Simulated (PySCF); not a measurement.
Gas-phase reaction: 2 InHCl2 + 3 Br2 ⇌ 2 InBr3 + 2 HCl + 2 Cl

Computed with PySCF and rigid-rotor harmonic-oscillator thermochemistry at 1 bar. † marks an energy on the PBE0/def2-TZVP geometry and frequencies; other levels use their own. MP2 freezes the core. Open shells (unrestricted): Cl (multiplicity 2, electronic degeneracy 6); the rest are closed-shell singlets. Spin-orbit splitting is ignored; it lowers the true energy and changes the entropy of Cl. B3LYP is the form with VWN-RPA correlation. In: scalar-relativistic def2 core potential, no spin-orbit coupling. Br: all electrons, no relativistic terms. InHCl2: computed as isolated molecules; such fragments, hydroxides, amides, oligomers or adducts are transient or little studied in the gas. MP2 isn't extrapolated to the basis-set limit; its ΔH°(298 K) is -289.3 kJ in def2-SVP and -208.0 kJ in def2-TZVPP. The harmonic model lacks anharmonicity and excited electronic states, which grow with temperature; levels with a mode under 35 cm⁻¹ are left out. Soft modes under 120 cm⁻¹ make the harmonic entropy rough for InHCl2, InBr3.

ΔH° and ΔS° at 298 K: B3LYP/def2-TZVP† -142 kJ, 98 J/K; M06-2X/def2-TZVP† -173 kJ, 98 J/K; MP2/def2-SVP† -289 kJ, 98 J/K; MP2/def2-TZVPP† -208 kJ, 98 J/K; PBE0/def2-SVP† -162 kJ, 98 J/K; PBE0/def2-TZVP -146 kJ, 98 J/K.

Problem. With the heat capacities included, give log10 K (1 bar) at 800, 1000, 1600, 1800, 2500 K from B3LYP/def2-TZVP†, M06-2X/def2-TZVP†, MP2/def2-SVP†, MP2/def2-TZVPP†, PBE0/def2-SVP†, PBE0/def2-TZVP.

Solution. 
```json
[
 {"T (K)": "800", "B3LYP/def2-TZVP†": "14.6", "M06-2X/def2-TZVP†": "16.6", "MP2/def2-SVP†": "24.2", "MP2/def2-TZVPP†": "18.9", "PBE0/def2-SVP†": "15.9", "PBE0/def2-TZVP": "14.9"},
 {"T (K)": "1000", "B3LYP/def2-TZVP†": "12.8", "M06-2X/def2-TZVP†": "14.4", "MP2/def2-SVP†": "20.5", "MP2/def2-TZVPP†": "16.3", "PBE0/def2-SVP†": "13.9", "PBE0/def2-TZVP": "13.0"},
 {"T (K)": "1600", "B3LYP/def2-TZVP†": "10.1", "M06-2X/def2-TZVP†": "11.1", "MP2/def2-SVP†": "14.9", "MP2/def2-TZVPP†": "12.3", "PBE0/def2-SVP†": "10.8", "PBE0/def2-TZVP": "10.2"},
 {"T (K)": "1800", "B3LYP/def2-TZVP†": "9.6", "M06-2X/def2-TZVP†": "10.5", "MP2/def2-SVP†": "13.9", "MP2/def2-TZVPP†": "11.5", "PBE0/def2-SVP†": "10.2", "PBE0/def2-TZVP": "9.7"},
 {"T (K)": "2500", "B3LYP/def2-TZVP†": "8.5", "M06-2X/def2-TZVP†": "9.2", "MP2/def2-SVP†": "11.6", "MP2/def2-TZVPP†": "9.9", "PBE0/def2-SVP†": "8.9", "PBE0/def2-TZVP": "8.6"}
]
```
